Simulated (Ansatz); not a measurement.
A nudged elastic band was laid between two geometries of C$_{2}$H$_{11}$BSSi$_{2}$ (17 atoms, charge 0, multiplicity 1).

Method: Ansatz 0.2.0, RKS PBE-D4/6-31G*.

* movable images: 5
* climbing image: yes
* spring: 5.0 eV/Å²
* optimiser: quadratic models (default)
* start path: through a guess of the saddle point
* force threshold: 0.05 eV/Å
* iteration limit: 60
* end points: relaxed

First end point:

```xyz
17
Properties=species:S:1:pos:R:3
C 0.202 -2.738 0.392
B 0.158 -1.226 -0.072
Si 1.891 -0.173 -0.143
S -1.461 -0.612 -0.514
C -1.307 1.165 -0.987
Si -1.215 2.278 0.553
H -0.776 -3.250 0.416
H 0.878 -3.318 -0.265
H 0.646 -2.809 1.404
H 2.965 -1.006 -0.791
H 1.843 1.135 -0.885
H 2.368 0.132 1.253
H -2.206 1.402 -1.579
H -0.430 1.305 -1.639
H -0.017 1.904 1.370
H -2.451 2.089 1.380
H -1.108 3.720 0.146
```

Last end point:

```xyz
17
Properties=species:S:1:pos:R:3
C 0.202 -2.739 0.393
B 0.158 -1.226 -0.069
Si 1.892 -0.174 -0.142
S -1.461 -0.610 -0.507
C -1.305 1.166 -0.985
Si -1.218 2.282 0.553
H -0.779 -3.243 0.441
H 0.677 -2.820 1.390
H 0.852 -3.320 -0.290
H 2.963 -1.010 -0.792
H 1.843 1.132 -0.885
H 2.370 0.130 1.252
H -2.202 1.401 -1.581
H -0.425 1.303 -1.634
H -0.018 1.914 1.371
H -2.452 2.089 1.380
H -1.116 3.724 0.145
```

(1) What changes between the two ends?

(2) Give the energies along the band, and the barrier.

(3) What is the geometry of the highest image?

The band took 47 iterations and roughly 10 core-minutes.

Answers

(1) No bond is made or broken.  The two ends are copies of one structure, up to a mirror image or an exchange of like atoms.

(2) The forces met the threshold. The highest image is number 4 of 0 to 6, 81.7 kcal/mol above the ends, which have the same energy within 2 meV. Neighbouring images differ by up to 3.4 eV, so the band resolves the path poorly. A vibrational analysis at the climbing image gives one clearly imaginary mode, 1422i cm⁻¹: a first-order saddle point.

```tsv
image	path coordinate (Å)	energy (kcal/mol)
0	0.00	0.0
1	1.54	1.1
2	3.09	1.2
3	4.63	9.2
4	6.18	81.7
5	8.03	2.7
6	9.88	0.0
```

(3) 
```xyz
17
Properties=species:S:1:pos:R:3
C 0.522 -2.836 0.005
B 0.257 -1.306 0.179
Si 1.909 -0.169 0.055
S -1.453 -0.594 0.549
C -1.542 0.857 -0.605
Si -1.198 2.468 0.348
H -0.531 -2.359 0.139
H 1.607 -2.882 0.023
H 0.049 -3.829 -0.014
H 3.088 -1.057 -0.247
H 1.814 0.849 -1.050
H 2.196 0.591 1.319
H -2.560 0.860 -1.028
H -0.841 0.713 -1.441
H 0.170 2.422 0.953
H -2.216 2.625 1.435
H -1.288 3.648 -0.581
```

Time of the run: 5.1 min on 2 threads of AMD EPYC 9R45 96-Core Processor (Zen 5), on a shared host, peak memory 0.22 GiB.
